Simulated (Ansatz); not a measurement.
`C[Si](F)(S)Cl` → `CCl` + `F[Si]S`  (silylene formation by 1,1-elimination)

Computed with Ansatz on PBE0-D4/def2-TZVP structures; ΔE is electronic, products minus reactants. CCSD(T)/CBS adds triple-zeta CCSD(T) − MP2 to the extrapolated MP2 energy (def2 sets, frozen cores). This one scheme is used for every species. Functionals use def2-TZVPP. Each species was taken in one conformer, which may not be the lowest.

`C[Si](F)(S)Cl`:

```xyz
9

C     0.861   -0.758    0.328
Si   -0.670    0.259    0.186
F    -1.852   -0.702   -0.278
S    -0.519    1.911   -1.128
Cl   -1.198    1.055    1.989
H     0.697   -1.583    1.025
H     1.131   -1.176   -0.645
H     1.691   -0.149    0.689
H    -0.141    1.143   -2.166
```

`CCl`:

```xyz
5

C     0.105    0.099   -0.020
Cl   -1.171   -1.108    0.221
H     0.048    0.831    0.783
H    -0.051    0.583   -0.982
H     1.069   -0.405   -0.003
```

`F[Si]S`:

Cartesian coordinates in Å:
```
F 0.562 -1.449 0.228
Si -0.783 -0.884 -0.466
S -0.480 1.232 -0.195
H 0.702 1.101 0.434
```

CCSD(T)/CBS gives +331.4 kJ/mol.

Problem. Another level gave +345.3 kJ/mol. Which?
A. CCSD(T)/def2-TZVPP
B. LC-ωPBE/def2-TZVPP
C. B2PLYP/def2-TZVPP
D. BHLYP-D4/def2-TZVPP

Solution. B. LC-ωPBE 345.3, CCSD(T)/def2-TZVPP 324.8, B2PLYP 315.9, BHLYP-D4 338.2 kJ/mol.

Largest T1 diagnostic among the species: 0.015.

From BLYP to BHLYP (50 % exact exchange), in def2-TZVPP and without D4, ΔE moves by +51.8 kJ/mol. At CCSD(T), def2-SVP lies −24.9 kJ/mol from the extrapolated value and def2-TZVPP −6.6 kJ/mol. In def2-TZVPP, CCSD(T) changes the Hartree–Fock value by +4.8 kJ/mol (the triples alone add +0.2 kJ/mol) and MP2 by +27.2 kJ/mol.
